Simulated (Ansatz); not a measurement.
Consider the formal exchange of groups at a C–C bond: `C/N=C\CN` + `[CH3][SbH2]` → `[CH3][SbH][CH2]N` + `C=NC`.

Isolated molecules relaxed with PBE0-D4/def2-TZVP in Ansatz; ΔE leaves out vibrations. CBS: MP2 limit from def2 TZ/QZ plus the TZ coupled-cluster correction, frozen cores. DFT in def2-TZVPP. def2 core potentials past Kr. For Sb outer-core shells are correlated without core-valence functions, which leaves a few kJ/mol of doubt a bond. Each species was taken in one conformer, which may not be the lowest.

```tsv
level	ΔE (kcal/mol)
PBE0-D4	-0.2
ωB97M-V	0.1
HF/def2-QZVPP	2.7
CCSD/CBS(def2)	-1.2
```

Question: What does CCSD(T)/CBS give? (Best estimate.)

Answer: The calculation gave: -1.9 kcal/mol. The listed levels differ from it by 1.7, 2.0, 4.6, 0.7 kcal/mol.

Largest T1 diagnostic among the species: 0.013.

The D4 term adds −0.9 kcal/mol with B3LYP and −0.5 kcal/mol with PBE0; it sums over pairs of atoms, weighted by their polarisabilities, and B3LYP, whose exchange is more repulsive, gets the larger term. In def2-TZVPP, CCSD(T) changes the Hartree–Fock value by −3.7 kcal/mol (the triples alone add −0.8 kcal/mol) and MP2 by −5.0 kcal/mol.

B3LYP here is the variant with VWN-RPA as its local correlation; programs differ in this.
